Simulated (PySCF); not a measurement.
Species: C4H11NSi2.
Atom-mapped SMILES: `[CH3:1]/[N:2]=[CH:3]/[SiH:4]1[CH2:5][SiH2:6][CH2:7]1` (hydrogens: H8, H9, H10 on C1; H11 on C3; H12 on Si4; H13, H14 on C5; H15, H16 on Si6; H17, H18 on C7)

The same species was optimised twice, with GFN2-xTB and with PBE0-D3(BJ)/def2-SVP (PySCF), and the same property calculations (PySCF, gas phase) were run on both structures.

```json
{"coordinate": "Si4–C5 (Å)", "GFN2-xTB": "1.914", "PBE0-D3(BJ)/def2-SVP": "1.893", "change": "-0.021"}
{"coordinate": "C5–Si6 (Å)", "GFN2-xTB": "1.918", "PBE0-D3(BJ)/def2-SVP": "1.902", "change": "-0.016"}
{"coordinate": "Si4–C7 (Å)", "GFN2-xTB": "1.923", "PBE0-D3(BJ)/def2-SVP": "1.908", "change": "-0.015"}
{"coordinate": "N2=C3 (Å)", "GFN2-xTB": "1.257", "PBE0-D3(BJ)/def2-SVP": "1.271", "change": "+0.014"}
{"coordinate": "Si6–C7 (Å)", "GFN2-xTB": "1.921", "PBE0-D3(BJ)/def2-SVP": "1.909", "change": "-0.012"}
{"coordinate": "C1–N2 (Å)", "GFN2-xTB": "1.428", "PBE0-D3(BJ)/def2-SVP": "1.435", "change": "+0.007"}
{"coordinate": "C3–Si4 (Å)", "GFN2-xTB": "1.888", "PBE0-D3(BJ)/def2-SVP": "1.892", "change": "+0.004"}
{"coordinate": "Si4–C7–Si6 (°)", "GFN2-xTB": "91.7", "PBE0-D3(BJ)/def2-SVP": "87.2", "change": "-4.5"}
{"coordinate": "C5–Si4–C7 (°)", "GFN2-xTB": "88.1", "PBE0-D3(BJ)/def2-SVP": "92.6", "change": "+4.5"}
{"coordinate": "Si4–C5–Si6 (°)", "GFN2-xTB": "92.1", "PBE0-D3(BJ)/def2-SVP": "87.8", "change": "-4.3"}
{"coordinate": "C5–Si6–C7 (°)", "GFN2-xTB": "88.1", "PBE0-D3(BJ)/def2-SVP": "92.3", "change": "+4.2"}
{"coordinate": "C3–Si4–C5 (°)", "GFN2-xTB": "114.0", "PBE0-D3(BJ)/def2-SVP": "110.5", "change": "-3.5"}
{"coordinate": "C3–Si4–C7 (°)", "GFN2-xTB": "112.9", "PBE0-D3(BJ)/def2-SVP": "111.3", "change": "-1.6"}
{"coordinate": "C1–N2–C3 (°)", "GFN2-xTB": "120.9", "PBE0-D3(BJ)/def2-SVP": "119.5", "change": "-1.4"}
{"coordinate": "N2–C3–Si4 (°)", "GFN2-xTB": "120.0", "PBE0-D3(BJ)/def2-SVP": "118.8", "change": "-1.2"}
{"coordinate": "N2–C3–Si4–C5 (°)", "GFN2-xTB": "9", "PBE0-D3(BJ)/def2-SVP": "8", "change": "-1"}
```

Rotational constants: A = 3441, B = 933.4, C = 880.8 MHz (GFN2-xTB) against A = 3347, B = 984.4, C = 925.2 MHz (PBE0-D3(BJ)/def2-SVP). Point groups within 0.08 Å: C1 and C1.

On the GFN2-xTB structure: lowest singlet, TDDFT (eV) 4.22 [B3LYP/def2-SVPD]; lowest triplet, Tamm–Dancoff (eV) 3.48 [B3LYP/def2-SVPD]; isotropic polarisability (au) 110.6 [B3LYP/def2-SVPD]; HOMO (eV) -6.73 [B3LYP/def2-SVPD]; LUMO (eV) -1.12 [B3LYP/def2-SVPD]; dipole (D) 1.35 [B3LYP/def2-SVPD]; HOMO (eV) -6.91 [PBE0/pcSseg-1]; LUMO (eV) -0.78 [PBE0/pcSseg-1]; dipole (D) 1.41 [PBE0/pcSseg-1]; GIAO shielding of C1 (ppm) 129.0 [PBE0/pcSseg-1]; GIAO shielding of N2 (ppm) -178.7 [PBE0/pcSseg-1]; GIAO shielding of C3 (ppm) 8.0 [PBE0/pcSseg-1]; GIAO shielding of Si4 (ppm) 367.0 [PBE0/pcSseg-1]; GIAO shielding of C5/C7 (mean) (ppm) 190.0 [PBE0/pcSseg-1]; GIAO shielding of Si6 (ppm) 385.0 [PBE0/pcSseg-1].

Problem. What do these properties become on the PBE0-D3(BJ)/def2-SVP structure?

Solution. 
```
                                    property            level  on GFN2-xTB  on PBE0-D3(BJ)/def2-SVP  change
                  lowest singlet, TDDFT (eV)  B3LYP/def2-SVPD         4.22                     4.30   +0.08
           lowest triplet, Tamm–Dancoff (eV)  B3LYP/def2-SVPD         3.48                     3.54   +0.06
               isotropic polarisability (au)  B3LYP/def2-SVPD        110.6                    111.0    +0.4
                                   HOMO (eV)  B3LYP/def2-SVPD        -6.73                    -6.84   -0.11
                                   LUMO (eV)  B3LYP/def2-SVPD        -1.12                    -1.15   -0.03
                                  dipole (D)  B3LYP/def2-SVPD         1.35                     1.48   +0.13
energy, GFN2-xTB geometry as zero (kcal/mol)  B3LYP/def2-SVPD          0.0                     -2.4    -2.4
                                   HOMO (eV)    PBE0/pcSseg-1        -6.91                    -7.04   -0.13
                                   LUMO (eV)    PBE0/pcSseg-1        -0.78                    -0.81   -0.03
                                  dipole (D)    PBE0/pcSseg-1         1.41                     1.54   +0.13
energy, GFN2-xTB geometry as zero (kcal/mol)    PBE0/pcSseg-1          0.0                     -2.9    -2.9
                  GIAO shielding of C1 (ppm)    PBE0/pcSseg-1        129.0                    126.9    -2.1
                  GIAO shielding of N2 (ppm)    PBE0/pcSseg-1       -178.7                   -179.0    -0.3
                  GIAO shielding of C3 (ppm)    PBE0/pcSseg-1          8.0                      3.2    -4.8
                 GIAO shielding of Si4 (ppm)    PBE0/pcSseg-1        367.0                    367.2    +0.2
        GIAO shielding of C5/C7 (mean) (ppm)    PBE0/pcSseg-1        190.0                    193.2    +3.2
                 GIAO shielding of Si6 (ppm)    PBE0/pcSseg-1        385.0                    382.3    -2.7
```

The heavy atoms differ by 0.076 Å rms after alignment. Among bonds between heavy atoms Si4–C5 changes most (-0.021 Å). Changes are differences of the printed values. Neither structure is proved a minimum here.

The values belong to the conformer `[CH3:1]/[N:2]=[CH:3]/[SiH:4]1[CH2:5][SiH2:6][CH2:7]1`: N2–C3–Si4–C5 8°.
